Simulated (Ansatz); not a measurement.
Geometry optimisation, RKS PBE0-D4/def2-SVP in Ansatz 0.2.0.

input.yaml

```yaml
crystal:
  periodic: [false, false, false]
  atoms:
    - { symbol: Zr, position_ang: [0.0, 0.0, 0.0] }
    - { symbol: O, position_ang: [0.0, 0.0, 2.07] }
    - { symbol: H, position_ang: [-0.9095, -0.2814, 2.4071] }
    - { symbol: Cl, position_ang: [2.3764, 0.0, -0.8392] }
    - { symbol: "N", position_ang: [-1.0409, 1.8034, -0.7359] }
    - { symbol: H, position_ang: [-2.061, 1.7482, -1.0186] }
    - { symbol: H, position_ang: [-0.5204, 2.7241, -0.8065] }
    - { symbol: Cl, position_ang: [-1.1869, -2.0563, -0.8392] }
basis:
  gaussian: { orbitals: def2-SVP }
hamiltonian:
  xc: pbe0
  dispersion: d4
relax:
  f_tol: 0.02
  max_steps: 40
output:
  orbitals: {}
```

Run as:

```bash
$ ansatz run input.yaml --threads 4 --pin off --max-ram 5120MiB --backend cpu --events-out ev --progress --plain --runs-dir out
```

**Question.** Where does it end, and by what steps?

**Answer.** The forces met the threshold. After 26 steps the energy has fallen by 1.477 eV; H6 moved furthest, 1.17 Å.

```csv
step,energy less start (eV),largest force component (eV/Å),accepted
0,0.0000,2.370,yes
1,-1.1347,1.586,yes
2,-1.2175,1.772,yes
3,-1.2366,1.966,yes
4,-1.3527,0.472,yes
5,-1.3632,0.649,yes
6,-1.3743,0.816,yes
7,-1.3852,0.065,yes
8,-1.3863,0.096,yes
9,-1.3866,0.021,yes
10,-1.3867,0.022,yes
11,-1.3870,0.116,yes
12,-1.3875,0.145,yes
13,-1.3872,0.345,no
14,-1.3890,0.099,yes
15,-1.3910,0.226,yes
16,-1.3882,0.592,no
17,-1.3959,0.126,yes
18,-1.4012,0.131,yes
19,-1.4088,0.297,yes
20,-1.4120,0.689,yes
21,-1.4453,0.310,yes
22,-1.4633,0.429,yes
23,-1.4659,0.349,yes
24,-1.4700,0.545,yes
25,-1.4762,0.045,yes
26,-1.4765,0.018,yes
```

```xyz
8
Properties=species:S:1:pos:R:3
Zr -0.138 -0.025 -0.043
O -0.241 0.088 1.845
H -0.193 -0.024 2.795
Cl 2.099 -0.074 -0.825
N -1.021 1.635 -0.730
H -1.126 1.864 -1.718
H -1.434 2.381 -0.176
Cl -1.287 -1.907 -0.910
```

Whether the end is a true minimum wasn't checked by a vibrational analysis.

Run time: 75 s on 4 threads of Arm Neoverse V1, on a shared host, peak memory 0.27 GiB.
